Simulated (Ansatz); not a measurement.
The pair A = SiH4 (SMILES [SiH4]) (first 5 atoms), B = CH2O (SMILES C=O); geometry from B3LYP-D3(BJ)/def2-TZVP.
(charge 0, multiplicity 1):
```json
[
 {"atom": "Si", "x (Å)": "0.0213", "y (Å)": "0.0922", "z (Å)": "0.1766"},
 {"atom": "H", "x (Å)": "-0.6505", "y (Å)": "-1.1098", "z (Å)": "0.7236"},
 {"atom": "H", "x (Å)": "0.4935", "y (Å)": "0.9282", "z (Å)": "1.3042"},
 {"atom": "H", "x (Å)": "-0.9386", "y (Å)": "0.8621", "z (Å)": "-0.6442"},
 {"atom": "H", "x (Å)": "1.1750", "y (Å)": "-0.3225", "z (Å)": "-0.6511"},
 {"atom": "C", "x (Å)": "-0.2532", "y (Å)": "-0.4548", "z (Å)": "3.9346"},
 {"atom": "O", "x (Å)": "0.0609", "y (Å)": "0.0922", "z (Å)": "4.9536"},
 {"atom": "H", "x (Å)": "-1.2269", "y (Å)": "-0.2684", "z (Å)": "3.4409"},
 {"atom": "H", "x (Å)": "0.4111", "y (Å)": "-1.1799", "z (Å)": "3.4254"}
]
```

Cores are frozen in the correlated methods. MP2 and its Hartree–Fock in aug-cc-pV(Q+d)Z, aug-cc-pV(T+d)Z are density fitted.

Run with Ansatz (Gaussian orbitals). Values without a source in brackets are computed.

The counterpoise-corrected interaction energy is E(AB) − E(A in the pair's basis) − E(B in the pair's basis). Total energies (hartree):

| level | AB | A in the pair's basis | B in the pair's basis |
|---|---|---|---|
| HF/aug-cc-pV(T+d)Z | -405.1769286 | -291.2638441 | -113.9142410 |
| MP2/aug-cc-pV(T+d)Z | -405.7267230 | -291.4095305 | -114.3161508 |
| HF/aug-cc-pV(Q+d)Z | -405.1881077 | -291.2676093 | -113.9216464 |
| MP2/aug-cc-pV(Q+d)Z | -405.7710557 | -291.4215778 | -114.3483508 |
| MP2/aug-cc-pV(D+d)Z | -405.5914339 | -291.3722981 | -114.2183694 |
| CCSD(T)/aug-cc-pV(D+d)Z | -405.6526773 | -291.4071219 | -114.2447337 |

Q: Work out the counterpoise-corrected interaction energy at the basis-set limit: extrapolate the MP2 correlation part as X⁻³, take Hartree–Fock from the larger set, and add the CCSD(T) − MP2 difference of aug-cc-pV(D+d)Z.

A: 
1. Differences (1 hartree = 627.509 kcal/mol): HF/aug-cc-pV(T+d)Z 0.726; MP2/aug-cc-pV(T+d)Z -0.654; HF/aug-cc-pV(Q+d)Z 0.720; MP2/aug-cc-pV(Q+d)Z -0.707; MP2/aug-cc-pV(D+d)Z -0.481; CCSD(T)/aug-cc-pV(D+d)Z -0.516.
2. Correlation parts, MP2 less HF: -1.379 in aug-cc-pV(T+d)Z (X = 3), -1.428 in aug-cc-pV(Q+d)Z (X = 4).
3. Limit (4³·(-1.428) − 3³·(-1.379))/(4³ − 3³) = -1.463; with HF/aug-cc-pV(Q+d)Z it gives -0.742.
4. CCSD(T) less MP2 in aug-cc-pV(D+d)Z: -0.035.
Result: -0.78 kcal/mol, against -0.65 at MP2/aug-cc-pV(T+d)Z. It is an estimate of this method's limit, not of the exact value.

Ansatz is a program for electronic structure.
